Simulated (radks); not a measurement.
Species: Hg31+. Configuration: [Kr] 4d10 4f3 (the NIST ground configuration).

Method: Dirac Kohn-Sham, LB94 model potential, spin-unpolarised, spherical densities, finite nucleus; open shells fill j = l - 1/2 first; Fermi nuclear charge, rms radius 5.4648 fm; computed with a radial shooting solver on a logarithmic mesh with Libxc functionals.

Energy parts (hartree):
part                   energy
kinetic            22217.2922
electron-nucleus  -46316.4505
Hartree             5256.1028
(The LB94 potential has no energy functional, so no total or exchange-correlation energy is given.)

Orbitals (lengths in bohr, moments of r in powers of bohr; r(max) is where P^2 peaks):
1s1/2: occ. 2; eigenvalue (hartree) -3101.932; r(max) 0.01022; <1/r> 97.60; <r> 0.01657; small-component weight 9.27e-02
2s1/2: occ. 2; eigenvalue (hartree) -584.6327; r(max) 0.05931; <1/r> 24.04; <r> 0.06916; small-component weight 2.13e-02
2p1/2: occ. 2; eigenvalue (hartree) -563.1895; r(max) 0.04353; <1/r> 24.04; <r> 0.05680; small-component weight 2.14e-02
2p3/2: occ. 4; eigenvalue (hartree) -491.0915; r(max) 0.05106; <1/r> 19.44; <r> 0.06549; small-component weight 1.90e-02
3s1/2: occ. 2; eigenvalue (hartree) -171.0746; r(max) 0.1668; <1/r> 8.848; <r> 0.1793; small-component weight 7.16e-03
3p1/2: occ. 2; eigenvalue (hartree) -161.3258; r(max) 0.1555; <1/r> 8.772; <r> 0.1696; small-component weight 7.12e-03
3p3/2: occ. 4; eigenvalue (hartree) -145.2583; r(max) 0.1706; <1/r> 7.582; <r> 0.1850; small-component weight 6.43e-03
3d3/2: occ. 4; eigenvalue (hartree) -128.9873; r(max) 0.1327; <1/r> 7.473; <r> 0.1610; small-component weight 6.30e-03
3d5/2: occ. 6; eigenvalue (hartree) -125.5419; r(max) 0.1369; <1/r> 7.204; <r> 0.1658; small-component weight 6.11e-03
4s1/2: occ. 2; eigenvalue (hartree) -66.99988; r(max) 0.3671; <1/r> 3.947; <r> 0.3813; small-component weight 2.71e-03
4p1/2: occ. 2; eigenvalue (hartree) -62.78236; r(max) 0.3634; <1/r> 3.866; <r> 0.3797; small-component weight 2.64e-03
4p3/2: occ. 4; eigenvalue (hartree) -58.34871; r(max) 0.3911; <1/r> 3.457; <r> 0.4074; small-component weight 2.39e-03
4d3/2: occ. 4; eigenvalue (hartree) -51.42325; r(max) 0.3779; <1/r> 3.320; <r> 0.4014; small-component weight 2.25e-03
4d5/2: occ. 6; eigenvalue (hartree) -50.52389; r(max) 0.3859; <1/r> 3.229; <r> 0.4095; small-component weight 2.19e-03
4f5/2: occ. 3; eigenvalue (hartree) -41.94517; r(max) 0.3235; <1/r> 3.027; <r> 0.3858; small-component weight 1.94e-03
4f7/2: occ. 0; eigenvalue (hartree) -41.70305; r(max) 0.3267; <1/r> 2.995; <r> 0.3892; small-component weight 1.92e-03

The highest occupied level is 4f5/2 at -1141.4 eV. Summed over all electrons, <r^2> = 4.463 bohr^2, which gives a Langevin (diamagnetic) susceptibility term of -3.53 x 10^-6 cm^3/mol. For comparison, the ionisation energy in NIST's Atomic Spectra Database is 1160 eV (theoretical). In exact Kohn-Sham theory the highest level is minus the ionisation energy, but local and semilocal functionals leave it too shallow, through self-interaction and a potential that decays too fast; potentials with the right tail come closer.

Beside tabulated values, note that spin-unpolarised runs miss the spin-polarisation part of the exchange energy of open shells.
